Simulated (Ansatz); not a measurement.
Species: ClF₂Ga, SMILES `[F][Ga]([F])[Cl]` (charge 0, multiplicity 1), formula ClF2Ga.

Task: How many basis functions does frozen-core CCSD(T)/cc-pVTZ // PBE-D3(BJ)/def2-TZVP in Ansatz (a program for electronic structure) use, how many core orbitals are frozen, and how many electrons are correlated?

Result: 137 basis functions and 16 frozen orbitals, which leaves 34 correlated electrons (filled d shells below the valence shell are correlated). Core time is of the order of seconds.
